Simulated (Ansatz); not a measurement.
One change: `N[SiH2]NCO` becomes `NCNCO`.

Ansatz, PBE0-D4/def2-TZVP geometries, multiplicity 1. Each molecule was computed in one conformer, which needn't be the lowest.

```json
{"property": "HOMO–LUMO gap (ωB97M-V/def2-TZVPP) / eV", "`N[SiH2]NCO`": "11.57"}
{"property": "LUMO energy (B3LYP/def2-TZVPP) / eV", "`N[SiH2]NCO`": "0.38"}
{"property": "size of the dipole moment (PBE/def2-TZVPP) / D", "`N[SiH2]NCO`": "2.03"}
{"property": "HOMO energy (ωB97M-V/def2-TZVPP) / eV", "`N[SiH2]NCO`": "-9.47"}
{"property": "HOMO–LUMO gap (PBE0/def2-TZVPP) / eV", "`N[SiH2]NCO`": "7.81"}
{"property": "HOMO energy (B3LYP/def2-TZVPP) / eV", "`N[SiH2]NCO`": "-6.91"}
```

What does the change do to each property? (Estimate.)

Computed: 
```json
{"property": "HOMO–LUMO gap (ωB97M-V/def2-TZVPP) / eV", "`NCNCO`": "11.65", "shift": "0.08"}
{"property": "LUMO energy (B3LYP/def2-TZVPP) / eV", "`NCNCO`": "0.66", "shift": "0.28"}
{"property": "size of the dipole moment (PBE/def2-TZVPP) / D", "`NCNCO`": "0.67", "shift": "-1.36"}
{"property": "HOMO energy (ωB97M-V/def2-TZVPP) / eV", "`NCNCO`": "-9.20", "shift": "0.27"}
{"property": "HOMO–LUMO gap (PBE0/def2-TZVPP) / eV", "`NCNCO`": "7.83", "shift": "0.02"}
{"property": "HOMO energy (B3LYP/def2-TZVPP) / eV", "`NCNCO`": "-6.58", "shift": "0.33"}
```

Dipoles are sizes alone; their direction can turn.

B3LYP here is the variant with VWN-RPA as its local correlation; programs differ in this.
